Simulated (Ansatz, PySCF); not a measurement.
Reaction R1 + R2 → P1 + P2, each structure at its B3LYP-D3(BJ)/def2-TZVP stationary point, reached from a drawn start (curvature not checked).
R1: H2O (SMILES O), charge 0, multiplicity 1.
R2, H5NSi (SMILES N[SiH3]) (charge 0, multiplicity 1, Z-matrix in Å and degrees):
```
Si
N 1 1.7237
H 2 1.0080 1 120.20
H 2 1.0080 3 110.81 1 -147.53
H 1 1.4811 2 107.86 3 47.99
H 1 1.4811 5 110.61 2 -117.75
H 1 1.4892 5 107.33 6 -116.79
```
P1: H4OSi (SMILES O[SiH3]), charge 0, multiplicity 1.
P2: NH3 (SMILES N), charge 0, multiplicity 1.

P less R. No zero-point or thermal terms.

Correlated levels freeze the cores. CBS: X⁻³ extrapolation of the correlation energy, Hartree–Fock from the larger set.

The values were computed with Ansatz (Gaussian basis) for Hartree–Fock, density functionals and correlated methods; PySCF for the D3/D4 terms. All values are computed, each at the level named.

PBE/def2-TZVPP gives -9.70 kcal/mol for the reaction energy.

Where do these levels fall relative to PBE: PBE-D3(BJ)/def2-TZVPP, r2SCAN/def2-TZVPP, B3LYP/def2-TZVPP, wB97M-V/def2-TZVPP, B2PLYP/def2-TZVPP, MP2/CBS(cc-pV(T+d)Z, cc-pV(Q+d)Z), CCSD(T)/CBS(cc-pV(T+d)Z, cc-pV(Q+d)Z).

PBE-D3(BJ)/def2-TZVPP 0.30; r2SCAN/def2-TZVPP -0.86; B3LYP/def2-TZVPP -1.16; wB97M-V/def2-TZVPP -0.42; B2PLYP/def2-TZVPP -1.10; MP2/CBS(cc-pV(T+d)Z, cc-pV(Q+d)Z) -0.31; CCSD(T)/CBS(cc-pV(T+d)Z, cc-pV(Q+d)Z) -0.45 kcal/mol. 1 of 7 lie above PBE; the widest gap is to B3LYP/def2-TZVPP.

Ansatz is an electronic-structure program.
